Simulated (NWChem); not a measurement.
# C₄H₃I; SMILES C(=C)(C#C)I

```xyz
8

C      1.2890     2.8727     0.0000
C      0.4102     2.0351     0.0000
C     -0.6005     1.0426     0.0000
C     -1.9176     1.2831     0.0000
I      0.1160    -0.9545     0.0000
H      2.0640     3.6172     0.0000
H     -2.2751     2.3168     0.0000
H     -2.6533     0.4771     0.0000
```
Atoms are numbered in this order, from 1.

Level: PBE0/def2-SVP with def2 effective core potentials on I (NWChem), optimised geometry, unscaled harmonic frequencies. def2 effective core potentials on I; no spin-orbit coupling.

| frequency (cm⁻¹) | IR intensity (km/mol) |
|---|---|
| 144 | 1.0 |
| 260 | 9.5 |
| 304 | 0.1 |
| 388 | 0.8 |
| 538 | 2.0 |
| 598 | 29.1 |
| 684 | 35.6 |
| 705 | 32.8 |
| 712 | 0.2 |
| 915 | 4.8 |
| 930 | 36.0 |
| 1141 | 94.0 |
| 1397 | 5.6 |
| 1682 | 21.7 |
| 2228 | 4.6 |
| 3175 | 1.2 |
| 3290 | 1.0 |
| 3488 | 91.2 |

The zero-point energy is 32.3 kcal/mol. The thermal correction to the enthalpy at 298.15 K (with zero-point energy) comes out as 36.3 kcal/mol. The heat capacity Cv is 18.8 cal/(mol K). The entropy at 298.15 K and 1 atm (symmetry number 1) comes out as 78.2 cal/(mol K).

Rigid rotor and harmonic oscillator.
